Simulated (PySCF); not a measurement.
**Two-component Hartree-Fock for F⁴⁺ (fluorine, charge +4)**

Start: [He] 2s2 2p1; 2p1/2 filled at m_j = +1/2. Calculated with PySCF 2.14 in x2c-SVPall-2c (3s2p1d, 14 functions): generalised Hartree-Fock with the X2C-1e Hamiltonian and a Gaussian nucleus; one run each with spin-orbit coupling (SO) switched off, then screened by Boettger's factors.

```
spinor shell  electrons  ε, spin-free (eV)  ε, screened SO (eV)  weight of nominal j (screened SO)  rms radius, screened SO (bohr)
       1s1/2          2            -834.55              -834.54                              1.000                           0.203
       2s1/2          2            -126.39              -126.38                              0.999                           0.925
       2p1/2          1            -115.02              -115.07                              0.945                           0.855
```

| quantity | spin-free | screened SO |
| --- | --- | --- |
| E (hartree) | -92.06270 | -92.06467 |
| M_J | 1/2 | 1/2 |
| ⟨J²⟩ | 1.082 | 0.918 |
| ⟨L²⟩ | 2.007 | 2.007 |
| ⟨S²⟩ | 0.752 | 0.752 |

Each row is a mean over spinors that exchange with the open shell spreads, by up to 0.837 eV (2s1/2).

⟨J²⟩ departs a little from M_J(M_J + 1) because the unrestricted spinors polarise the closed shells.

Without spin-orbit coupling the j labels of p, d and f shells carry no meaning; the spin-free column gives the mean over the occupied spinors of each nl shell, and its ⟨J²⟩ belongs to a mixture of degenerate components.
